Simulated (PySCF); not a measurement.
HfO₂, SMILES [O]=[Hf]=[O], multiplicity 1. The structure is a stationary point at B3LYP-D3(BJ)/def2-TZVP. The spin state was assumed, not searched. The isomer is the one that the SMILES or the coordinates give; other isomers of the formula were not compared. The def2 effective core potentials stand for the cores of Hf; spin–orbit coupling is left out.

Question: Give the equilibrium geometry at B3LYP-D3(BJ)/def2-TZVP (PySCF confirms it by a frequency run) as a Z-matrix, and its point group. (The exact figures need the calculation; the answer reports its results.)

Answer: point group C2v.
```
Hf
O 1 1.7896
O 1 1.7896 2 107.79
```
Charge 0, spin multiplicity 1.
